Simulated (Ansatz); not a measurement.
PBE exchange is replaced step by step with exact exchange (0 % is PBE, 25 % PBE0; no dispersion term), basis def2-TZVP, Ansatz. System: Ti3⁺. The state is a doublet with charge 1. Geometry: PBE-D4/def2-TZVP.

Geometry of the doublet:

```
atom    x (Å)    y (Å)    z (Å)
 Ti1   0.7521  -1.2142   0.3474
 Ti2  -0.0977   0.2398  -1.1336
 Ti3  -0.6545   0.9744   0.7862
```

At PBE-D4/def2-TZVP, PBE with 5 % exact exchange/def2-TZVP, PBE with 10 % exact exchange/def2-TZVP, PBE with 15 % exact exchange/def2-TZVP and others the charge 1 doublet is spin-contaminated (final ⟨S²⟩ up to 3.52, 0.75 for a pure state). The geometry of the doublet was relaxed on an unsound state (⟨S²⟩ 2.69, where a pure state has 0.75). The order of the spin states hangs on the level: the sextet lies 0.43 eV below the doublet at PBE-D4/def2-TZVP, but 0.07 eV above it at PBE0-D4/def2-TZVP. The doublet is doubtful at PBE-D4/def2-TZVP (⟨S²⟩ 2.69, where a pure state has 0.75). The doublet is doubtful at PBE0-D4/def2-TZVP (⟨S²⟩ 3.19, where a pure state has 0.75). The structure comes from a short search, and lower isomers may exist.

HOMO and LUMO are taken over both spins.

```
exact exchange (%)  HOMO (eV)  LUMO (eV)  gap (eV)   ⟨S²⟩
                 0      -8.06      -7.45      0.61  2.693
                 5      -8.26      -7.12      1.14  2.792
                10      -8.47      -6.83      1.64  2.895
                15      -8.68      -6.62      2.06  3.001
                25      -9.15      -6.25      2.90  3.194
                35      -9.59      -5.89      3.69  3.343
                50     -10.05      -5.38      4.67  3.521
```
